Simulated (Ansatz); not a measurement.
`[OH][Cd][Br]` + H–F → `[OH][Cd][F]` + HBr at 500 K and 1 bar (ligand exchange at a Cd–Br bond).

Isolated molecules relaxed with PBE0-D4/def2-TZVP in Ansatz; ΔE leaves out vibrations. CCSD(T)/CBS adds triple-zeta CCSD(T) − MP2 to the extrapolated MP2 energy (def2 sets, frozen cores). This one scheme is used for every species. def2 core potentials past Kr. For Br, Cd outer-core shells are correlated without core-valence functions, which leaves a few kJ/mol of doubt a bond. Scalar relativity is left out up to krypton. Each species was taken in one conformer, which may not be the lowest.

| species | CCSD(T)/CBS energy (Eh) | H − E (kJ/mol) | S (J/(mol·K)) |
| --- | --- | --- | --- |
| `[OH][Cd][Br]` | -2816.86459 | 63.6 | 345.2 |
| H–F | -100.39570 | 39.4 | 188.7 |
| `[OH][Cd][F]` | -343.29729 | 64.5 | 320.6 |
| HBr | -2573.91920 | 30.5 | 213.7 |

H − E and S are ideal-gas, rigid-rotor, harmonic terms from PBE0-D4/def2-TZVP, for one conformer and one mirror image of each species. 1 Eh = 2625.50 kJ/mol, R = 8.31446 J/(mol·K).

Task: By hand: ΔE, ΔH, ΔS and ΔG.

Result: ΔE = (-343.29729) + (-2573.91920) − (-2816.86459) − (-100.39570) = 0.04380 Eh = 115.0 kJ/mol. Δ(H − E) = 64.5 + 30.5 − 63.6 − 39.4 = -8.0, so ΔH = 107.0 kJ/mol. ΔS = 320.6 + 213.7 − 345.2 − 188.7 = 0.4 J/(mol·K). ΔG = 107.0 − 500 × (0.4)/1000 = 106.8 kJ/mol.

Task: By hand: the equilibrium constant, and the temperature at which ΔG would vanish if ΔH and ΔS stayed fixed.

Result: log₁₀ K = −ΔG/(RT ln 10) = -11.2. ΔG = 0 at ΔH/ΔS = 267500 K, far beyond where these terms or the molecules hold.

The number of gas molecules stays the same, so ΔS is small and ΔH decides. A doubt of 5 kJ/mol in ΔE shifts log₁₀ K by 0.5 here. Other conformers and mirror images would add mixing entropy, several J/(mol·K) or more a flexible species. These are equilibria of isolated gas molecules and say nothing of rates. Largest T1 diagnostic: 0.017 (customary marks: 0.02 for closed shells, 0.045 for open ones).
